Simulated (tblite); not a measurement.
A geometry optimisation, step by step.

Species: C6H9FSSi.
Numbering: `[CH3:1][C:2]#[C:3]/[C:4]([CH3:5])=[C:6](\[F:7])[SiH2:8][SH:9]` (hydrogens: H10, H11, H12 on C1; H13, H14, H15 on C5; H16, H17 on Si8; H18 on S9)

Computed with GFN2-xTB (tblite), gas phase: L-BFGS steps from a force-field or distance-geometry start until the largest atomic force falls under 0.01 eV/Å. 9 of its 150 geometries are shown.

Step 0: E = -736.3663 eV, largest atomic force 2.715 eV/Å
```
atom  x, y, z in Å  |  force x, y, z in eV/Å
C1     -4.011   -0.176   -0.506   -0.135   1.057   0.229
C2     -2.564   -0.100   -0.401    1.661  -0.039  -0.001
C3     -1.348   -0.032   -0.296   -0.733   0.265  -0.210
C4      0.091    0.088   -0.216   -1.319   0.104   0.101
C5      0.736    1.435   -0.151   -1.567   1.209  -0.646
C6      0.865   -0.991   -0.169   -1.166  -0.449  -0.139
F7      0.245   -2.210   -0.217    0.399  -0.037   0.021
Si8     2.688   -0.953   -0.048    1.180  -2.444   0.077
S9      3.653    0.752   -0.806    1.175   1.179  -0.974
H10    -4.410   -0.503    0.484    0.083   0.121  -0.907
H11    -4.344   -0.804   -1.342    0.217  -0.132   0.464
H12    -4.393    0.861   -0.742    0.268  -0.901   0.414
H13    -0.132    2.148   -0.169    0.870  -0.175   0.407
H14     1.349    1.584    0.753   -0.273  -0.020  -0.641
H15     1.277    1.663   -1.096   -0.096  -0.225   0.852
H16     3.055   -1.286    1.354    0.065   0.538  -0.364
H17     3.150   -2.127   -0.841   -0.039   0.463   0.120
H18     4.085    0.657   -2.135   -0.592  -0.514   1.198
```

Step 19: E = -737.0641 eV, largest atomic force 0.112 eV/Å
```
atom  x, y, z in Å  |  force x, y, z in eV/Å
C1     -3.987   -0.143   -0.499    0.047   0.017   0.010
C2     -2.546   -0.077   -0.396   -0.058   0.004  -0.036
C3     -1.345   -0.015   -0.315    0.094   0.013  -0.032
C4      0.062    0.107   -0.235   -0.068   0.017  -0.003
C5      0.607    1.506   -0.172   -0.040   0.008  -0.001
C6      0.872   -0.967   -0.220   -0.051   0.048   0.016
F7      0.287   -2.206   -0.265    0.096   0.052  -0.026
Si8     2.753   -1.068   -0.074   -0.052  -0.005   0.006
S9      3.825    0.699   -0.707   -0.007  -0.026  -0.001
H10    -4.408   -0.506    0.440    0.012   0.008  -0.031
H11    -4.276   -0.825   -1.300    0.041  -0.014   0.029
H12    -4.399    0.844   -0.716    0.053  -0.034   0.036
H13    -0.211    2.219   -0.102    0.039  -0.011   0.016
H14     1.260    1.624    0.690   -0.030   0.029   0.026
H15     1.196    1.734   -1.058   -0.066   0.001  -0.009
H16     3.162   -1.168    1.318   -0.010  -0.052   0.056
H17     3.224   -2.137   -0.942    0.010  -0.062   0.004
H18     3.915    0.384   -1.987   -0.011   0.006  -0.059
```

Step 37: E = -737.0808 eV, largest atomic force 0.060 eV/Å
```
atom  x, y, z in Å  |  force x, y, z in eV/Å
C1     -3.958   -0.162   -0.503    0.005   0.005   0.003
C2     -2.519   -0.083   -0.425   -0.019  -0.007   0.029
C3     -1.320   -0.004   -0.345    0.016   0.023  -0.013
C4      0.080    0.144   -0.243   -0.015  -0.004  -0.058
C5      0.583    1.556   -0.158   -0.004  -0.008   0.019
C6      0.895   -0.925   -0.239   -0.025  -0.010   0.026
F7      0.313   -2.163   -0.325   -0.022   0.007  -0.013
Si8     2.763   -1.100   -0.054    0.002   0.007   0.004
S9      3.860    0.632   -0.726    0.016  -0.007   0.003
H10    -4.363   -0.523    0.443    0.023  -0.009  -0.002
H11    -4.256   -0.849   -1.294    0.010   0.004  -0.005
H12    -4.373    0.826   -0.708   -0.004  -0.016  -0.015
H13    -0.259    2.235   -0.045    0.028   0.012   0.001
H14     1.252    1.682    0.689    0.030  -0.008   0.007
H15     1.130    1.829   -1.060   -0.022  -0.021   0.016
H16     3.147   -1.217    1.346    0.002   0.020   0.027
H17     3.195   -2.224   -0.875    0.004   0.006  -0.007
H18     3.823    0.353   -2.019   -0.022   0.005  -0.021
```

Step 56: E = -737.1010 eV, largest atomic force 0.106 eV/Å
```
atom  x, y, z in Å  |  force x, y, z in eV/Å
C1     -3.924   -0.232   -0.532    0.020   0.016  -0.001
C2     -2.492   -0.052   -0.485    0.006  -0.001   0.021
C3     -1.300    0.110   -0.423    0.032  -0.004   0.029
C4      0.101    0.221   -0.278    0.002  -0.001   0.002
C5      0.676    1.598   -0.103   -0.032  -0.005   0.002
C6      0.872   -0.880   -0.282   -0.003   0.002   0.019
F7      0.251   -2.090   -0.451   -0.002   0.022  -0.013
Si8     2.722   -1.119   -0.001    0.002   0.011  -0.019
S9      3.912    0.478   -0.837   -0.074  -0.043  -0.063
H10    -4.272   -0.617    0.427    0.006   0.008  -0.008
H11    -4.186   -0.949   -1.310    0.010   0.017  -0.014
H12    -4.421    0.717   -0.734    0.006  -0.009  -0.015
H13    -0.106    2.293    0.199    0.038  -0.046   0.010
H14     1.466    1.597    0.647   -0.043   0.013  -0.069
H15     1.098    1.954   -1.045   -0.020  -0.019   0.052
H16     3.057   -1.065    1.417    0.013   0.003  -0.027
H17     3.099   -2.356   -0.677    0.008   0.028   0.037
H18     3.435    0.397   -2.073    0.031   0.009   0.058
```

Step 74: E = -737.1120 eV, largest atomic force 0.065 eV/Å
```
atom  x, y, z in Å  |  force x, y, z in eV/Å
C1     -3.898   -0.220   -0.571   -0.010  -0.023  -0.014
C2     -2.473   -0.027   -0.452   -0.009  -0.005  -0.025
C3     -1.280    0.118   -0.382   -0.026  -0.030   0.006
C4      0.122    0.215   -0.235   -0.027   0.000   0.006
C5      0.687    1.591   -0.051   -0.022  -0.029   0.010
C6      0.884   -0.891   -0.283   -0.006   0.022   0.019
F7      0.256   -2.088   -0.506    0.007   0.021   0.035
Si8     2.730   -1.123    0.014   -0.004   0.035  -0.016
S9      3.866    0.425   -0.967    0.023  -0.024  -0.023
H10    -4.301   -0.622    0.359    0.033   0.030   0.025
H11    -4.095   -0.939   -1.366   -0.031  -0.006  -0.042
H12    -4.406    0.716   -0.802    0.049   0.012   0.010
H13    -0.055    2.235    0.416   -0.012   0.017  -0.006
H14     1.584    1.585    0.563    0.014  -0.056  -0.030
H15     0.939    2.011   -1.026   -0.005   0.035   0.042
H16     3.081   -0.929    1.414    0.012  -0.006   0.024
H17     3.105   -2.421   -0.530    0.017   0.016  -0.008
H18     3.247    0.370   -2.136   -0.001  -0.007  -0.012
```

Step 93: E = -737.1381 eV, largest atomic force 0.047 eV/Å
```
atom  x, y, z in Å  |  force x, y, z in eV/Å
C1     -3.889   -0.174   -0.681   -0.004   0.006   0.003
C2     -2.463   -0.071   -0.486   -0.016   0.008  -0.005
C3     -1.276    0.049   -0.324    0.027  -0.005  -0.010
C4      0.121    0.166   -0.145    0.017  -0.002  -0.010
C5      0.647    1.552    0.064    0.010   0.002  -0.011
C6      0.921   -0.911   -0.198    0.016  -0.008   0.032
F7      0.334   -2.131   -0.403    0.023   0.011  -0.005
Si8     2.789   -1.062    0.025   -0.015  -0.014  -0.002
S9      3.837    0.340   -1.240   -0.038  -0.003  -0.001
H10    -4.364   -0.542    0.228    0.012  -0.005   0.000
H11    -4.108   -0.865   -1.496    0.021   0.004   0.012
H12    -4.300    0.806   -0.923   -0.023   0.002  -0.006
H13     0.048    2.070    0.812   -0.005  -0.015  -0.016
H14     1.686    1.543    0.384   -0.018  -0.025  -0.015
H15     0.572    2.110   -0.871   -0.002   0.029   0.037
H16     3.220   -0.695    1.366    0.002   0.028   0.025
H17     3.180   -2.411   -0.361   -0.022  -0.011  -0.016
H18     3.037    0.233   -2.291    0.015  -0.003  -0.009
```

Step 112: E = -737.1427 eV, largest atomic force 0.022 eV/Å
```
atom  x, y, z in Å  |  force x, y, z in eV/Å
C1     -3.876   -0.161   -0.719    0.004  -0.006  -0.004
C2     -2.452   -0.054   -0.512   -0.008   0.005   0.003
C3     -1.266    0.045   -0.337    0.014  -0.002   0.007
C4      0.128    0.161   -0.138    0.002   0.005   0.001
C5      0.643    1.544    0.108   -0.002   0.001   0.021
C6      0.932   -0.913   -0.172    0.000   0.002  -0.009
F7      0.358   -2.137   -0.386   -0.008   0.000  -0.006
Si8     2.801   -1.045    0.039    0.010  -0.015  -0.013
S9      3.792    0.291   -1.339   -0.009   0.000  -0.013
H10    -4.354   -0.531    0.188   -0.001  -0.001  -0.002
H11    -4.080   -0.855   -1.533   -0.009  -0.005  -0.001
H12    -4.294    0.815   -0.967   -0.003   0.000   0.001
H13     0.123    1.978    0.961    0.007   0.011   0.010
H14     1.712    1.542    0.306   -0.014   0.000  -0.009
H15     0.441    2.175   -0.757    0.007   0.001  -0.009
H16     3.262   -0.582    1.340   -0.002   0.002   0.022
H17     3.180   -2.416   -0.278   -0.002   0.012   0.002
H18     2.941    0.149   -2.344    0.016  -0.008   0.000
```

Step 130: E = -737.1449 eV, largest atomic force 0.018 eV/Å
```
atom  x, y, z in Å  |  force x, y, z in eV/Å
C1     -3.875   -0.164   -0.738    0.001   0.003   0.006
C2     -2.455   -0.051   -0.514    0.002   0.009   0.004
C3     -1.272    0.057   -0.319    0.000  -0.009  -0.012
C4      0.121    0.173   -0.115   -0.005   0.002  -0.002
C5      0.633    1.552    0.157   -0.002  -0.003   0.016
C6      0.928   -0.899   -0.177   -0.004   0.008  -0.001
F7      0.357   -2.117   -0.425    0.005   0.001   0.006
Si8     2.798   -1.020    0.036    0.000  -0.005  -0.017
S9      3.769    0.286   -1.385    0.012  -0.008  -0.003
H10    -4.361   -0.533    0.166   -0.010  -0.012  -0.006
H11    -4.068   -0.861   -1.553   -0.005   0.000   0.011
H12    -4.296    0.809   -0.992    0.003  -0.003  -0.004
H13     0.176    1.943    1.066    0.000  -0.008  -0.003
H14     1.713    1.559    0.271    0.001   0.000   0.004
H15     0.357    2.214   -0.662    0.002   0.015  -0.010
H16     3.256   -0.517    1.323    0.001   0.005   0.003
H17     3.193   -2.392   -0.250   -0.011   0.002   0.005
H18     3.017   -0.033   -2.428    0.010   0.004   0.000
```

Step 149: E = -737.1463 eV, largest atomic force 0.007 eV/Å
```
atom  x, y, z in Å  |  force x, y, z in eV/Å
C1     -3.882   -0.181   -0.727    0.001   0.002   0.000
C2     -2.462   -0.044   -0.510    0.002  -0.002  -0.004
C3     -1.279    0.079   -0.329   -0.004  -0.002   0.004
C4      0.114    0.197   -0.125   -0.002   0.000  -0.003
C5      0.630    1.570    0.170    0.000  -0.002   0.000
C6      0.919   -0.874   -0.202   -0.002   0.000   0.002
F7      0.346   -2.088   -0.467   -0.001  -0.001  -0.003
Si8     2.786   -1.015    0.027    0.001  -0.001   0.002
S9      3.811    0.259   -1.384    0.002   0.004  -0.005
H10    -4.360   -0.556    0.178    0.000   0.001   0.000
H11    -4.067   -0.884   -1.538    0.000  -0.001   0.001
H12    -4.319    0.784   -0.984   -0.001   0.003   0.002
H13     0.168    1.949    1.081   -0.001  -0.003   0.000
H14     1.710    1.568    0.292   -0.001   0.003  -0.003
H15     0.364    2.247   -0.642    0.004   0.000   0.001
H16     3.239   -0.509    1.315   -0.001   0.003   0.004
H17     3.156   -2.397   -0.242    0.000  -0.003   0.001
H18     3.117   -0.098   -2.454    0.002   0.001   0.001
```

Question: Summarise the path.

Answer: The energy falls by 75.25 kJ/mol from step 0 to step 149; nine tenths of that is first reached at step 21. It rises by more than 0.2 meV at step 2. The largest force goes from 2.715 to 0.007 eV/Å. Among the bonds S9–H18 changes most, from 1.400 to 1.324 Å; the atoms move by 0.639 Å rms after alignment.

What follows is the cost of the whole relaxation. Hardware: one thread of an Arm Neoverse N1, shared host. Cost: 2.3 s wall.
